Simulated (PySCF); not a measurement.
Dipole moment and polarisability of `C=C([SiH3])/C=N\CC`

C5H11NSi.
Geometry (GFN2-xTB, Å), atoms numbered from 1 in this order:
```
atom  x, y, z in Å
C1     1.4968   -1.4583   -0.5548
C2     0.7345   -0.5033   -1.0764
Si3    1.4225    0.9739   -2.0381
C4    -0.7313   -0.5188   -0.9395
N5    -1.4420   -0.4481    0.0957
C6    -0.8884   -0.3406    1.4150
C7    -1.5770    0.8069    2.1500
H8     2.5704   -1.4519   -0.6566
H9     1.0770   -2.3036   -0.0288
H10    2.8635    0.7900   -2.2083
H11    0.7532    1.0382   -3.3390
H12    1.1426    2.1958   -1.2807
H13   -1.2761   -0.5576   -1.8813
H14   -1.1177   -1.2800    1.9301
H15    0.2033   -0.1983    1.4214
H16   -1.3174    1.7569    1.6888
H17   -2.6546    0.6800    2.0989
H18   -1.2680    0.8251    3.1920
```

Level: CAM-B3LYP/def2-SVPD (PySCF), static field, nuclei fixed, core orbitals frozen in the response. The polarisability tensor in these axes (au):

```
x    96.70  -4.95 -12.92
y    -4.95  88.78  -5.72
z   -12.92  -5.72 101.94
```

Question: Give the principal values, the mean and the anisotropy Δα = √{½[(α1 − α2)² + (α2 − α3)² + (α1 − α3)²]}.

Answer: Principal values 79.87, 94.97 and 112.58 au; mean 95.81 au = 14.20 Å³ = 15.80 × 10⁻⁴⁰ C²·m²/J; Δα = 28.36 au (30 % of the mean).

Question: What is the dipole moment, and where does it point?

Answer: (1.86, -0.29, 0.05) D, 1.89 D in size, pointing from the negative to the positive side. Measured along this direction, the outermost atoms are H17 at the negative end and H8 and H10 at the positive end.

Question: What depolarisation ratio follows for Rayleigh scattering of linearly polarised light, taking the static tensor?

Answer: ρ = 3Δα²/(45ᾱ² + 4Δα²) = 2412.3/(413044 + 3216.3) = 0.0058.

Question: Sum over states: ᾱ = Σ f/ω², ω in Eh. What share falls to these 8 lowest TDDFT singlets (eV, f)? 4.57, 0.0042; 5.81, 0.0015; 6.35, 0.1685; 6.67, 0.0236; 6.91, 0.0298; 7.17, 0.1857; 7.55, 0.0069; 7.61, 0.0313.

Answer: They add up to 7.30 au, 7.6 % of the 95.81 au; the largest single term is 3.10 au, from the state at 6.35 eV. Terms in order: 0.15, 0.03, 3.10, 0.39, 0.46, 2.68, 0.09, 0.40 au. Higher excitations give the rest. The strengths listed sum to 0.451.

Question: Orientational against electronic polarisability at 350 K (dilute gas, rigid molecules)?

Answer: In Gaussian units μ²/3kT = 24.58 Å³ against 14.20 Å³, a ratio of 1.73; the Debye molar polarisation (4π/3)N_A(α + μ²/3kT) is 97.8 cm³/mol, leaving out the vibrational part.

Question: Refractivity n − 1 of an ideal gas of it at 400 K and 1 atm, from the electronic α?

Answer: N = p/kT = 1.8347 × 10¹⁹ cm⁻³, so n − 1 = 2π × N × 14.20 × 10⁻²⁴ cm³ = 1637 × 10⁻⁶ at long wavelengths, for an ideal gas.

Question: Estimate the molar refractivity from the static electronic polarisability.

Answer: Lorentz–Lorenz: R = (4π/3)N_A α = 2.5225 cm³/(mol·Å³) × 14.20 Å³ = 35.8 cm³/mol, in the limit of long wavelengths.

Isolated species at its GFN2-xTB geometry (one conformer only).
